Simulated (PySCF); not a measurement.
## Which element holds N most strongly?

PBE in PySCF with def2-SVPD on every atom (core potentials on In, Sn), for the lowest determinant that a PBE0 search found; no spin–orbit coupling. D0 is De less the harmonic zero-point energy.

```
 M  state (unpaired electrons)  Re (Å)  ωe (cm⁻¹)  D0(MN) (eV)
Sn               doublet (π ↑)   1.991        678         3.21
Al              triplet (π ↑↑)   1.964        590         2.89
Zn         quartet (σ ↑, π ↑↑)   2.003        410         0.94
 C               doublet (σ ↑)   1.181       2122         8.54
In              triplet (π ↑↑)   2.261        427         2.20
```

Problem. Order the elements by D0 and give the energy of CN + Zn → ZnN + C.

Solution. C > Sn > Al > In > Zn; ΔE = 8.54 − 0.94 = +7.60 eV at PBE/def2-SVPD. Close neighbours can swap at other levels.

These are scalar-relativistic numbers at best; spin–orbit coupling would shift them, the dissociation energy most. States were picked by a PBE0 search and need not be the measured ground states.
